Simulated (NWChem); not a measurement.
Species: C2H6BF; SMILES CB(C)F

```xyz
10

B      0.0769    -0.0010    -0.0020
F      1.4195     0.0108    -0.0046
C     -0.6450    -1.3986     0.0310
H     -0.9111    -1.6794    -1.0005
H     -1.5882    -1.3735     0.5895
H     -0.0123    -2.1997     0.4279
C     -0.6628     1.3879    -0.0322
H     -1.6592     1.3350    -0.4851
H     -0.0791     2.1669    -0.5354
H     -0.8117     1.7272     1.0053
```
Atoms are numbered in this order, from 1.

Level: B3LYP/6-31G* (spherical d) (NWChem), optimised geometry, unscaled harmonic frequencies. 

```
frequency (cm⁻¹)  IR intensity (km/mol)
----------------  ---------------------
47                                  0.2
92                                  0.9
299                                 0.0
383                                 2.4
412                                 5.6
681                                 0.0
738                                 0.4
836                                 0.6
911                                 1.6
978                                46.3
1174                              111.0
1315                              111.8
1386                              143.6
1388                              139.9
1491                                0.4
1493                                0.2
1504                                7.3
1505                                4.9
3024                                4.0
3025                                0.1
3088                                9.8
3090                               16.2
3127                               13.3
3128                               27.0
```

```json
{
 "zero_point_energy": "50.2 kcal/mol",
 "thermal correction to the enthalpy at 298.15 K (with zero-point energy)": "54.5 kcal/mol",
 "heat capacity Cv": "18.5 cal/(mol K)",
 "entropy at 298.15 K and 1 atm (symmetry number 1)": "75.9 cal/(mol K)",
 "dipole_moment": "1.16 D"
}
```

Rigid rotor and harmonic oscillator; modes under 100 cm⁻¹ make the entropy uncertain.
